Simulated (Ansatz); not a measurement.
`C[Si](C)(F)Br` → `FCC([SiH3])Br`  (isomerisation)

Isolated molecules relaxed with PBE0-D4/def2-TZVP in Ansatz; ΔE leaves out vibrations. CCSD(T)/CBS is the MP2 limit (def2-TZVPP, def2-QZVPP) plus CCSD(T) − MP2 in def2-TZVPP, frozen cores. DFT in def2-TZVPP. B3LYP here is the variant with VWN-RPA as its local correlation; programs differ in this. For Br outer-core shells are correlated without core-valence functions, which leaves a few kJ/mol of doubt a bond. Scalar relativity is left out up to krypton. Each species was taken in one conformer, which may not be the lowest.

`C[Si](C)(F)Br`:

Cartesian coordinates in Å:
```
C 1.239 1.010 0.111
Si 0.212 -0.517 0.284
C -1.433 -0.454 -0.556
F 1.036 -1.750 -0.313
Br -0.093 -0.945 2.446
H 0.724 1.871 0.543
H 2.195 0.890 0.624
H 1.435 1.216 -0.945
H -2.044 0.354 -0.147
H -1.970 -1.394 -0.418
H -1.303 -0.282 -1.628
```

`FCC([SiH3])Br`:

Cartesian coordinates in Å:
```
F -1.188 -0.470 1.656
C -0.822 -1.069 0.464
C 0.480 -0.455 -0.005
Si 0.421 1.414 -0.307
Br 0.938 -1.317 -1.695
H -0.715 -2.142 0.641
H -1.620 -0.901 -0.265
H 1.287 -0.716 0.682
H 1.715 1.835 -0.894
H 0.195 2.131 0.973
H -0.691 1.690 -1.250
```

| level | ΔE (kJ/mol) | difference from CCSD(T)/CBS |
| --- | --- | --- |
| PBE-D4 | 426.9 | -17.7 |
| r2SCAN-D4 | 450.1 | 5.5 |
| PBE0-D4 | 438.6 | -6.0 |
| B3LYP-D4 | 436.3 | -8.3 |
| ωB97X-V | 433.7 | -10.9 |
| ωB97M-V | 444.4 | -0.2 |
| B2PLYP | 442.0 | -2.6 |
| PBE | 426.8 | -17.8 |
| r2SCAN | 450.0 | 5.4 |
| PBE0 | 438.5 | -6.1 |
| B3LYP | 436.4 | -8.2 |
| HF/def2-TZVPP | 444.4 | -0.2 |
| MP2/def2-TZVPP | 450.8 | 6.2 |
| SCS-MP2/def2-TZVPP | 437.7 | -6.9 |
| CCSD/def2-TZVPP | 437.4 | -7.2 |
| CCSD(T)/def2-TZVPP | 434.0 | -10.6 |
| HF/def2-QZVPP | 446.7 | 2.1 |
| MP2/def2-QZVPP | 457.6 | 13.0 |
| SCS-MP2/def2-QZVPP | 444.8 | 0.2 |
| HF/CBS(def2) | 447.0 | 2.4 |
| MP2/CBS(def2) | 461.3 | 16.7 |
| CCSD/CBS(def2) | 447.9 | 3.3 |
| CCSD(T)/CBS | 444.6 | 0 |

Largest T1 diagnostic among the species: 0.010.

From PBE to PBE0 (25 % exact exchange), in def2-TZVPP and without D4, ΔE moves by +11.6 kJ/mol.
